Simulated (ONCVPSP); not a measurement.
# terbium (Tb): from the effect back to the setting (ONCV)

Base potential:

```
Element                 : Tb
Generator               : ONCVPSP 4.0.1
Type                    : optimised norm-conserving Vanderbilt (ONCV)
Functional              : LDA (Perdew-Wang 92)
Relativity              : scalar-relativistic
Frozen core             : [Kr] 4d10 4f8
Valence charge          : 11
Reference configuration : 5s2 5p6 5d1 6s1.75 6p0.25
Partial waves           : 5s+6s: rc 2.30 bohr, ncon 3, nbas 7, qcut 6.2 1/bohr, 2 projectors; 5p+6p: rc 2.30 bohr, ncon 5, nbas 9, qcut 4.8 1/bohr, 2 projectors; 5d: rc 2.90 bohr, ncon 4, nbas 9, qcut 6.3 1/bohr, 1 projector
Local potential         : polynomial inside 1.45 bohr (lpopt 1, dvloc0 -1 Ha)
Core correction         : polynomial model core, fcfact 0.65
```

Cutoffs, loose and tight: the cutoffs (Ha) at which the residual kinetic energy of the hardest occupied pseudo-wave falls to 1 and 0.1 mHa per electron. They do not see the model core or the augmentation charge, which bear on the density cutoff. Test errors are all-electron minus pseudo excitation energies from the reference, over the configurations 5s2 5p6 5d1 6s2 6p0; 5s2 5p6 5d1 6s1 6p0; 5s2 5p6 5d1 6s0 6p0; 5s2 5p6 5d1 6s0 6p2; variants that change the core or the reference have their own tests.

Only the scale of all radii but the core radius (base = 1) is moved (1 further runs of the sweep failed or gave no value and are left out):

```tsv
scale of all radii but the core radius (base = 1)	cutoff, loose	cutoff, tight	bound ghosts	largest test error (meV)
0.8	35 Ha	72 Ha	none	-23
0.9	13 Ha	50 Ha	none	-23
1	11 Ha	14 Ha	none	-24
1.06	11 Ha	13 Ha	none	-25
1.12	9.7 Ha	12 Ha	none	-26
1.19	8.6 Ha	11 Ha	none	-27
1.24	7.6 Ha	10 Ha	none	-30
```

Problem. One more run gave cutoff, loose: 14 Ha; cutoff, tight: 61 Ha; bound ghosts: none; largest test error (meV): -23. Which value of the scale of all radii but the core radius (base = 1) was used?

Solution. 0.85. The tight cutoff moves one way along this sweep, from 72 Ha at 0.8 to 10 Ha at 1.24, which places the run between 0.8 and 0.9.
